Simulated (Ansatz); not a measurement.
Wavefunction ladder for C₆H₈N₂ (`NNc1ccccc1`)

```xyz
16

N    -2.533   -1.266    0.129
N    -1.618   -0.743   -0.778
C    -0.424   -0.178   -0.360
C     0.129   -0.456    0.890
C     1.348    0.099    1.252
C     2.036    0.935    0.389
C     1.485    1.213   -0.857
C     0.272    0.668   -1.230
H    -2.251   -2.200    0.398
H    -2.587   -0.693    0.967
H    -2.075   -0.259   -1.534
H    -0.386   -1.115    1.578
H     1.762   -0.131    2.227
H     2.986    1.366    0.679
H     2.005    1.868   -1.546
H    -0.149    0.892   -2.205
```

Total charge 0; spin multiplicity 1. The geometry is a stationary point of PBE0-D4/def2-TZVP. It is one conformer, not always the lowest. Frozen core, restricted reference, the Gaussian-basis code of Ansatz. CBS rows extrapolate triple and quadruple zeta; past MP2 they add the triple-zeta difference.

```csv
basis,HF (Eh),MP2 corr.,CCSD corr.,(T),CCSD(T) total
def2-SVP,-340.47559,-1.11622,-1.16769,-0.04683,-341.69011
def2-TZVPP,-340.85472,-1.36676,-1.39680,-0.07032,-342.32184
def2-QZVPP,-340.86951,-1.45689,–,–,–
CBS(def2),-340.87154,-1.52365,-1.55369,as TZ,-342.49555
```
